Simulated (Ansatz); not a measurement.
Start from `BC(CF)N=C` and change one atom or group to get `BC(B)CF`.

Ansatz, PBE0-D4/def2-TZVP geometries, multiplicity 1. Each molecule was computed in one conformer, which needn't be the lowest.

```json
{"property": "HOMO energy (PBE0/def2-TZVPP) / eV", "`BC(CF)N=C`": "-7.56"}
{"property": "LUMO energy (PBE0/def2-TZVPP) / eV", "`BC(CF)N=C`": "-1.59"}
{"property": "HOMO energy (B3LYP/def2-TZVPP) / eV", "`BC(CF)N=C`": "-7.35"}
{"property": "size of the dipole moment (PBE/def2-TZVPP) / D", "`BC(CF)N=C`": "2.91"}
{"property": "HOMO energy (ωB97M-V/def2-TZVPP) / eV", "`BC(CF)N=C`": "-9.95"}
{"property": "HOMO–LUMO gap (PBE0/def2-TZVPP) / eV", "`BC(CF)N=C`": "5.98"}
```

Task: What does the change do to each property? (Estimate.)

Result: Computed: 
```csv
property,`BC(B)CF`,shift
HOMO energy (PBE0/def2-TZVPP) / eV,-9.06,-1.50
LUMO energy (PBE0/def2-TZVPP) / eV,-2.11,-0.52
HOMO energy (B3LYP/def2-TZVPP) / eV,-8.87,-1.52
size of the dipole moment (PBE/def2-TZVPP) / D,1.43,-1.48
HOMO energy (ωB97M-V/def2-TZVPP) / eV,-11.38,-1.43
HOMO–LUMO gap (PBE0/def2-TZVPP) / eV,6.95,0.97
```

With PBE0 the HOMO falls by 1.50 eV and the LUMO falls by 0.52 eV, so the gap widens by about 0.98 eV. PBE moves the HOMO by -1.51 eV and ωB97M-V by -1.43 eV. The zero-point energy changes by -28.4 kJ/mol with -3 modes. Dipoles are sizes alone; their direction can turn.

B3LYP here is the variant with VWN-RPA as its local correlation; programs differ in this.
